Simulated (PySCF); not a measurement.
Electron correlation in B (boron, neutral)

[He] 2s2 2p1, 2P determinant. Calculation: PySCF 2.14, in x2c-QZVPPall (7s4p3d2f1g, 57 functions); the spin-free X2C one-electron Hamiltonian (Gaussian nucleus). Frozen: 1s2; 3 electrons correlated.

| level | correlation energy (mhartree) |
| --- | --- |
| CCSD | -66.20 |
| (T) | -1.45 |
| CCSD(T) | -67.65 |
| CCSDT | -68.06 |

Diagnostics: T1 = 0.015, D1 = 0.0275, largest double amplitude 0.092.

Cost of the coupled-cluster step: about 3 core-seconds, for 3 correlated electrons.

Iterations:

```
CC2 = 0
CCSD nocc = (np.int64(2), np.int64(1)), nmo = (56, 56)
frozen orbitals [[0], [0]]
max_cycle = 100
direct = 0
conv_tol = 1e-08
conv_tol_normt = 1e-06
diis_space = 8
diis_start_cycle = 0
Init t2, MP2 energy = -0.0467048985167395
Init E_corr(UCCSD) = -0.0467048985173733
cycle = 1  E_corr(UCCSD) = -0.0573901098152483  dE = -0.0106852113  norm(t1,t2) = 0.0590017
cycle = 2  E_corr(UCCSD) = -0.0618474905436524  dE = -0.00445738073  norm(t1,t2) = 0.0298299
cycle = 3  E_corr(UCCSD) = -0.0662106418808098  dE = -0.00436315134  norm(t1,t2) = 0.0161584
cycle = 4  E_corr(UCCSD) = -0.0661634578371534  dE = 4.71840437e-05  norm(t1,t2) = 0.00200903
cycle = 5  E_corr(UCCSD) = -0.0662156741290158  dE = -5.22162919e-05  norm(t1,t2) = 0.000308745
cycle = 6  E_corr(UCCSD) = -0.0661949137889988  dE = 2.076034e-05  norm(t1,t2) = 8.4024e-05
cycle = 7  E_corr(UCCSD) = -0.0661994417303343  dE = -4.52794134e-06  norm(t1,t2) = 2.83383e-05
cycle = 8  E_corr(UCCSD) = -0.066199960519445  dE = -5.18789111e-07  norm(t1,t2) = 5.56924e-06
cycle = 9  E_corr(UCCSD) = -0.0661997366171918  dE = 2.23902253e-07  norm(t1,t2) = 1.31545e-06
cycle = 10  E_corr(UCCSD) = -0.0661998014164121  dE = -6.47992203e-08  norm(t1,t2) = 4.30242e-07
cycle = 11  E_corr(UCCSD) = -0.0661998006859665  dE = 7.30445593e-10  norm(t1,t2) = 9.52103e-08
UCCSD converged
E(UCCSD) = -24.60604528263693  E_corr = -0.06619980068596654
UCCSD(T) correction = -0.0014454768137456
```
